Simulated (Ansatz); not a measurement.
`S=C[SiH2][SnH3]` + `O=CC[SiH3]` → `O=[CH][SnH3]` + `[SiH3]C[SiH2]C=S`  (redistribution)

Gas-phase electronic energies from Ansatz, PBE0-D4/def2-TZVP geometries. CCSD(T)/CBS is the MP2 limit (def2-TZVPP, def2-QZVPP) plus CCSD(T) − MP2 in def2-TZVPP, frozen cores. DFT in def2-TZVPP. B3LYP here is the variant with VWN-RPA as its local correlation; programs differ in this. Elements past krypton have def2 core potentials. For Sn outer-core shells are correlated without core-valence functions, which leaves a few kJ/mol of doubt a bond. One conformer a species, not always the lowest.

```tsv
level	ΔE (kJ/mol)	difference from CCSD(T)/CBS
r2SCAN-D4	40.7	1.8
PBE	45.2	6.3
r2SCAN	41.6	2.7
PBE0	48.0	9.1
B3LYP	42.3	3.4
MP2/def2-TZVPP	38.1	-0.8
CCSD(T)/def2-TZVPP	37.3	-1.6
HF/def2-QZVPP	46.2	7.3
HF/CBS(def2)	46.1	7.2
CCSD/CBS(def2)	40.6	1.7
CCSD(T)/CBS	38.9	0
```

Largest T1 diagnostic among the species: 0.016.

In def2-TZVPP, CCSD(T) changes the Hartree–Fock value by −9.5 kJ/mol (the triples alone add −1.8 kJ/mol) and MP2 by −8.6 kJ/mol. The D4 term adds −4.7 kJ/mol with B3LYP and −2.7 kJ/mol with PBE0; it sums over pairs of atoms, weighted by their polarisabilities, and B3LYP, whose exchange is more repulsive, gets the larger term.
